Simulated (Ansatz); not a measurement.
Reaction (SMILES): [Br][GeH2][Br] -> [Br][GeH][Br] + H atom (the Ge-H bond at the site shown breaks; other sites are not compared here)
Geometries: B3LYP-D3(BJ)/def2-TZVP minima from Ansatz (a first-principles code).

Property: bond dissociation energy (electronic energy difference), in kcal/mol. Correlated levels leave the core frozen unless marked. UHF or UKS for open shells. No spin-orbit coupling. The frozen core is the preceding noble-gas configuration, with the filled d and f shells of earlier blocks. No relativistic terms. CBS(X,Y): correlation extrapolated as X^-3; Hartree-Fock from the larger set (for Q and 5 zeta extrapolated as (X+1)exp(-9√X)).

```tsv
level	program	bond dissociation energy (kcal/mol)
PBE0/STO-3G	Ansatz	116.4
PBE0/def2-TZVPD	Ansatz	[?]
B2GP-PLYP/def2-TZVPD	Ansatz	82.5
RPA@PBE/cc-pVQZ	Ansatz	[?]
SCS-MP2/cc-pVTZ	Ansatz	85.0
CCSD/6-31G*	Ansatz	75.3
CCSD(T)/CBS(cc-pVQZ,cc-pV5Z)	Ansatz	85.5
```

Fill in the missing entries.


- PBE0/def2-TZVPD, bond dissociation energy (kcal/mol): 80.5
- RPA@PBE/cc-pVQZ, bond dissociation energy (kcal/mol): 82.9
